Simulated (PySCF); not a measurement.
B(H)2(SiMe3), SMILES B[Si](C)(C)C, GFN2-xTB optimised geometry.

```
16

B     -1.61     0.07     0.00
H     -2.22     1.06     0.00
H     -2.23    -0.92    -0.02
Si     0.36     0.07     0.00
C      1.12     1.42     1.12
C      1.03     0.40    -1.77
C      1.15    -1.59     0.56
H      2.21     1.42     1.08
H      0.79     2.41     0.83
H      0.84     1.28     2.16
H      0.69     1.36    -2.15
H      0.70    -0.36    -2.47
H      2.12     0.42    -1.78
H      0.83    -2.41    -0.07
H      0.87    -1.84     1.58
H      2.23    -1.55     0.52
```

Density from CAM-B3LYP/def2-TZVP (PySCF) at that geometry.

Minimum of the electron density along straight lines between bonded atoms, close to the bond critical point (lines longer than 1.1 times the sum of covalent radii, or with two minima, are not listed):

| bond | length / Å | ρ at the minimum / e bohr⁻³ | ∇²ρ there / e bohr⁻⁵ | position (fraction from the first atom) |
|---|---|---|---|---|
| B1–H2 | 1.170 | 0.193 | -0.38 | 0.44 |
| B1–H3 | 1.170 | 0.193 | -0.38 | 0.44 |
| B1–Si4 | 1.967 | 0.121 | -0.02 | 0.62 |
| Si4–C5 | 1.921 | 0.114 | 0.12 | 0.39 |
| Si4–C6 | 1.924 | 0.112 | 0.13 | 0.39 |
| Si4–C7 | 1.919 | 0.114 | 0.12 | 0.39 |
| C5–H8 | 1.086 | 0.275 | -0.93 | 0.64 |
| C5–H9 | 1.086 | 0.275 | -0.93 | 0.64 |
| C5–H10 | 1.087 | 0.275 | -0.92 | 0.64 |
| C6–H11 | 1.086 | 0.276 | -0.93 | 0.64 |
| C6–H12 | 1.086 | 0.276 | -0.93 | 0.64 |
| C6–H13 | 1.086 | 0.275 | -0.93 | 0.64 |
| C7–H14 | 1.086 | 0.275 | -0.92 | 0.64 |
| C7–H15 | 1.087 | 0.275 | -0.92 | 0.64 |
| C7–H16 | 1.086 | 0.275 | -0.93 | 0.64 |
